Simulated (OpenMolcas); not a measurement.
**Rh4+: from CASSCF to CASPT2**

* Program: OpenMolcas
* Basis: ANO-RCC-VTZP [7s6p4d2f1g]
* Scalar Hamiltonian: DKH2, point nucleus
* Active space: 5 electrons in 5 orbitals (4d)
* State averaging: 2S+1 = 6 even, 1 root; 2S+1 = 4 even, 24 roots; 2S+1 = 2 even, 75 roots
* Spin-orbit coupling: state interaction with AMFI integrals over the reference wave functions, term energies averaged over their components

Methods on the same reference wave functions:
A. CASSCF
B. SS-CASPT2, IPEA 0.25 Eh, imaginary shift 0.1 Eh (closed shells correlated: 4s 4p)
C. MS-CASPT2, IPEA 0.25 Eh, imaginary shift 0.1 Eh (closed shells correlated: 4s 4p)
D. XMS-CASPT2, IPEA 0.25 Eh, imaginary shift 0.1 Eh (closed shells correlated: 4s 4p)

Energies in cm⁻¹ above 4d⁵ ⁶S_5/2.

```json
{"Level": "4d⁵ ⁶S_5/2", "A": "0.0", "B": "0.0", "C": "0.0", "D": "0.0"}
{"Level": "4d⁵ ⁴G_5/2", "A": "30129", "B": "26470", "C": "26470", "D": "25970"}
{"Level": "4d⁵ ⁴G_7/2", "A": "30440", "B": "26830", "C": "26830", "D": "26340"}
{"Level": "4d⁵ ⁴G_11/2", "A": "30526", "B": "26950", "C": "26950", "D": "26470"}
{"Level": "4d⁵ ⁴G_9/2", "A": "30622", "B": "27040", "C": "27040", "D": "26560"}
{"Level": "4d⁵ ⁴P_5/2 [53 %]", "A": "33819", "B": "28960", "C": "28960", "D": "28220"}
{"Level": "4d⁵ ⁴P_3/2 [57 %]", "A": "34431", "B": "29580", "C": "29580", "D": "28830"}
{"Level": "4d⁵ ⁴P_1/2 [68 %]", "A": "35247", "B": "30530", "C": "30530", "D": "29730"}
{"Level": "4d⁵ ⁴D_7/2", "A": "37382", "B": "31830", "C": "31830", "D": "31350"}
{"Level": "4d⁵ ⁴D_1/2 [69 %]", "A": "38340", "B": "33050", "C": "33050", "D": "32450"}
{"Level": "4d⁵ ⁴D_5/2 [57 %]", "A": "38895", "B": "33680", "C": "33680", "D": "33040"}
{"Level": "4d⁵ ⁴D_3/2 [56 %]", "A": "38934", "B": "33770", "C": "33770", "D": "33120"}
{"Level": "4d⁵ ²I_11/2", "A": "43398", "B": "39380", "C": "39380", "D": "39020"}
{"Level": "4d⁵ ²I_13/2", "A": "44062", "B": "40130", "C": "40130", "D": "39800"}
{"Level": "4d⁵ ²D_3/2(1) [55 %]", "A": "48822", "B": "42510", "C": "42510", "D": "41720"}
{"Level": "4d⁵ ⁴F_7/2 [55 %]", "A": "50024", "B": "43540", "C": "43540", "D": "42780"}
{"Level": "4d⁵ ⁴F_9/2", "A": "50084", "B": "43540", "C": "43540", "D": "42900"}
{"Level": "4d⁵ ⁴F_5/2", "A": "50965", "B": "44480", "C": "44480", "D": "43750"}
{"Level": "4d⁵ ²F_7/2(1) [59 %]", "A": "51808", "B": "45810", "C": "45810", "D": "45020"}
{"Level": "4d⁵ ⁴F_3/2 [55 %]", "A": "52499", "B": "46120", "C": "46120", "D": "45300"}
{"Level": "4d⁵ ²H_11/2", "A": "55125", "B": "49970", "C": "49970", "D": "49100"}
{"Level": "4d⁵ ²G_7/2(1)", "A": "55458", "B": "48670", "C": "48670", "D": "48120"}
{"Level": "4d⁵ ²F_5/2(2) [72 %]", "A": "59297", "B": "51500", "C": "51500", "D": "50830"}
{"Level": "4d⁵ ²F_7/2(2)", "A": "59447", "B": "51510", "C": "51510", "D": "51130"}
```

Among B to D the level of the table that moves most is 4d⁵ ²H_11/2, by 870 cm-1 (lowest in D, highest in B). Moves below CASPT2's spread within the term are not significant.

From A to B the spin-free energies of the other terms of 4d⁵ shown, above ⁶S, scale by factors of 0.85 to 0.91, as is usual when dynamic correlation screens the repulsion within a d or f shell.

The lowest spin-free term lies below A's lowest term by 0.364 hartree in B, 0.364 hartree in C, 0.364 hartree in D.

CASPT2 breaks the degeneracy within a term, and the mean is taken; among the terms shown or strongly mixed into the levels shown the widest spread is 2300 cm-1 (4d⁵ ²I, D). The CASPT2 spread within a term exceeds the gap to the next term for 4d⁵ ²D(1) and 4d⁵ ⁴F, so the order of their levels is uncertain, and so are names and mixing where such terms share a J (figures for C; the like holds for D). Without dynamic correlation excited terms often stand tens of per cent too high (terms of higher spin than the ground term too low), and those without a measured partner can miss by more than the paired ones (holds for A). Blocks of more than 70 roots (2S+1 = 2 even) ran without multistate coupling (holds for C). Only configurations of the active space appear. The table leaves out levels that lie high or whose names do not pair safely across all columns.

A share in square brackets marks a mixed level and gives the weight of the term that names it, the lowest over the columns. A number in round brackets counts repeated terms of one configuration in the order of the reference energies.
